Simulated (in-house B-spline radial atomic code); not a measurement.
The numbers below are computed, except where a source is named.
## Building a PAW d channel for Ta, r_c = 2.02 bohr

Ta, [Xe] 4f14 5d3 6s2, non-relativistic LDA (VWN5) (a model for so heavy an element), spherical and spin-unpolarised, from a B-spline radial code for spherical atoms (atomic units; all potentials screened as in the neutral atom).

Two all-electron partial waves φ1, φ2 are integrated outwards at E1 = ε(5d) = -0.182463 and E2 = E1 + 1 hartree; φ1 is the bound orbital and φ2 has unit norm inside r_c = 2.0198 bohr. Smooth partners are polynomials, r^3(a0 + a1 r² + a2 r⁴ + a3 r⁶), matched to φ and three derivatives at r_c, with no condition on the norm. The local potential is -8.84643 + (5.33082) r² + (-1.33887) r⁴ + (0.124044) r⁶ inside 1.6536 bohr and the all-electron one outside.

```tsv
wave	φ(r_c)	φ'(r_c)	a0	a1	a2	a3
1	0.6653613	-0.2269862	0.6197297	-0.2771954	0.04768848	-0.002972459
2	0.02790462	-2.024165	1.184684	-0.6375811	0.1148453	-0.007240569
```

Inside r_c the overlaps are <φi φj> = [[0.54175, 0.67023], [0.67023, 1.00000]] and, for the smooth waves, [[0.44101, 0.46109], [0.46109, 0.58236]]. With χj = (Ej − T − V_local) applied to smooth wave j, the program's quadrature gives the matrix B_ij = <smooth i, χj> as [[0.00537, -0.12297], [0.08617, 0.00168]].

**Question.** Check the match of the first wave, and find the augmentation charges q_ij.

**Answer.** At r_c the four terms are 5.10655, -9.31811, 6.53991, -1.66300, which sum to 0.6654, φ1(r_c) to rounding. q_ij is the all-electron overlap less the smooth one: [[0.10075, 0.20914], [0.20914, 0.41764]]. The smooth first wave has a norm of 0.4410 inside r_c against 0.5418, and q11 > 0 puts back the missing charge.

**Question.** B isn't symmetric. Show that D_ij = B_ij + Ej q_ij is.

**Answer.** Integrating by parts gives B12 − B21 = (E1 − E2) q12: -0.12297 − (0.08617) = -0.20914, and −1 × (0.20914) = -0.20914. So D12 = -0.12297 + (0.817537)(0.20914) = 0.04801 and D21 = 0.08617 + (-0.182463)(0.20914) = 0.04801; D11 = -0.01301, D22 = 0.34312. The projectors, p = (B⁻¹)ᵀ χ, are dual to the smooth waves; det B = 0.011.

Solving (T + V_local + Σ p D p) ψ = E (1 + Σ p q p) ψ in a sphere of 9 bohr, whose wall lifts the free-atom level a little, gives these levels:

```csv
all-electron,one projector,two projectors
-0.182374,-0.182374,-0.182374
0.112993,-0.119750,0.112993
0.419070,0.120936,0.419070
0.878587,0.445192,0.878587
1.482310,0.939457,1.482300
```

**Question.** What does the second projector gain?

**Answer.** With one projector the errors are 0.00 millihartree, and the level at -0.1197 is out of step with the all-electron series: an extra state, or one far too low, so the pairing ends there; skipping it, the next levels are off by +7.9, +26.1, +60.9 millihartree. With two the errors are 0.00, 0.00, 0.00, 0.00, -0.01 millihartree. The scattering is exact at E1 and at E2 = 0.818, and over all levels compared the largest error is 0.01 millihartree. The lowest eigenvalue of the overlap operator is 1 with one and 0.9201 with two projectors. The smooth orbital alone needs a cutoff of 12.3 hartree for 1 millihartree of kinetic energy, against 13.7 for a norm-conserving Troullier-Martins orbital of the same radius.
